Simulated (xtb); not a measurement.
GaCl3, SMILES [Cl][Ga]([Cl])[Cl]. All values are semi-empirical tight-binding results from xtb (GFN2-xTB unless named), good for trends rather than for accurate numbers. Geometry: GFN2-xTB. The isomer is the one that the SMILES or the coordinates give; other isomers of the formula were not compared.

For metal compounds this method's bond lengths and energies can be far off.

Task: Estimate the properties. (Estimate from the structure and the level; the computed values follow.)

Result: 
```json
{
 "point_group_as_xtb_finds_it": "D3h",
 "orbital_gap": "4.06 eV",
 "zero_point_energy": "2.1 kcal/mol",
 "G − E(el) at 298.15 K (modified RRHO)": "-17.2 kcal/mol"
}
```
